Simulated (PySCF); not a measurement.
hexafluorophosphate (F6P), SMILES F[P-](F)(F)(F)(F)F, charge -1. Atoms are numbered in the order given.

```xyz
7

F      0.0000    -1.6500     0.0000
P      0.0000     0.0000     0.0000
F      1.6500     0.0000     0.0000
F     -1.6500     0.0000     0.0000
F      0.0000     0.0000     1.6500
F      0.0000     1.6500     0.0000
F      0.0000     0.0000    -1.6500
```
Charge -1, spin multiplicity 1.

Coordinates come from a TPSSh-D3(BJ)/def2-SVPD optimisation.

Two levels are set side by side: PBE/pcSseg-1 (PySCF) and B3LYP/pcSseg-1 (PySCF). GIAO shifts against CFCl3 (¹⁹F), PH3 (³¹P) at the same level; non-relativistic, no solvent, atoms listed together averaged. Differences are taken from unrounded values.

```json
[
 {"quantity": "δ(¹⁹F) of F1, F3, F4, F5, F6, F7 (ppm)", "PBE": "-94.3"},
 {"quantity": "δ(³¹P) of P2 (ppm)", "PBE": "178.6"}
]
```

**Question.** These are the PBE values. What does B3LYP give? (Estimate from the structure and the level; the computed values follow.)

**Answer.** 
| quantity | B3LYP | PBE minus B3LYP |
|---|---|---|
| δ(¹⁹F) of F1, F3, F4, F5, F6, F7 (ppm) | -79.6 | -14.7 |
| δ(³¹P) of P2 (ppm) | 151.5 | 27.1 |

Rough cost on one machine, each run with all the roots and properties that it gave: B3LYP against PBE within a factor of 2.
